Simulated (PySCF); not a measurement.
C₂H₄BN₃, SMILES NB1N=CC=N1.

Geometry optimised at B3LYP-D3(BJ)/def2-SVP. This is a generated structure with no PubChem entry under its InChIKey; it may be hypothetical. One conformer was computed; it need not be the lowest.

Calculation: PBE/def2-TZVP (PySCF).

Symmetry labels are those of the subgroup C2v that the program uses (full group C2v).

Computed valence orbital energies around the gap with their symmetry:
```json
[
 {"orbital": "HOMO−7", "symmetry": "A1", "energy (eV)": "-12.20"},
 {"orbital": "HOMO−6", "symmetry": "B1", "energy (eV)": "-9.96"},
 {"orbital": "HOMO−5", "symmetry": "A1", "energy (eV)": "-9.84"},
 {"orbital": "HOMO−4", "symmetry": "B2", "energy (eV)": "-9.58"},
 {"orbital": "HOMO−3", "symmetry": "B1", "energy (eV)": "-7.54"},
 {"orbital": "HOMO−2", "symmetry": "A2", "energy (eV)": "-7.22"},
 {"orbital": "HOMO−1", "symmetry": "A1", "energy (eV)": "-6.11"},
 {"orbital": "HOMO", "symmetry": "B2", "energy (eV)": "-5.99"},
 {"orbital": "LUMO", "symmetry": "B1", "energy (eV)": "-3.46"},
 {"orbital": "LUMO+1", "symmetry": "A2", "energy (eV)": "0.15"},
 {"orbital": "LUMO+2", "symmetry": "A1", "energy (eV)": "0.16"},
 {"orbital": "LUMO+3", "symmetry": "A1", "energy (eV)": "1.44"}
]
```
